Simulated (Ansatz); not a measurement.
C4H4S, charge +1, doublet, at a GFN2-xTB geometry (a state made from the parent by changing its charge; the spin is typed, not shown lowest). Base run: Ansatz (a quantum-chemistry and plane-wave program) with PBE0/3-21G.

Geometry (Å):
```xyz
9

C      0.3704    -1.3913     0.1604
C     -1.0045    -1.0704     0.2134
C     -1.2306     0.2539     0.0519
S      0.3135     1.1560    -0.1766
C      1.1826    -0.2615    -0.0475
H      0.7640    -2.3900     0.2666
H     -1.7798    -1.8024     0.3654
H     -2.1641     0.7873     0.0456
H      2.2567    -0.2759    -0.1206
```
Charge +1, spin multiplicity 2.
Orbitals are unrestricted.
All else is at Ansatz's defaults.
Base energy -549.51226 Eh.

The base run was repeated with changes; each row names its change, and settings that it needs were set with it.

```
change                                                            ΔE vs base (mEh)
----------------------------------------------------------------  ----------------
base                                                                         0.000
point_charge = charge:-1.0 position_ang:4.3632, -1.2146, 3.0331             -101.2
nuclear_model = gaussian                                                     0.258
fitting.mean_field = cc-pVTZ-JKFIT                                          -0.186
point_charge = charge:0.5 position_ang:-0.4219, -3.8088, -4.2489            44.669
point_charge = charge:1.0 position_ang:-1.9481, 3.8834, -2.4626             98.904
final_grid = 6, 12, 29                                                       0.037
lower_state_search = off                                                     0.000
final_grid = 4, 8, 17                                                        0.405
lower_state_search = full                                                    0.000
forces = on                                                                  0.000
```
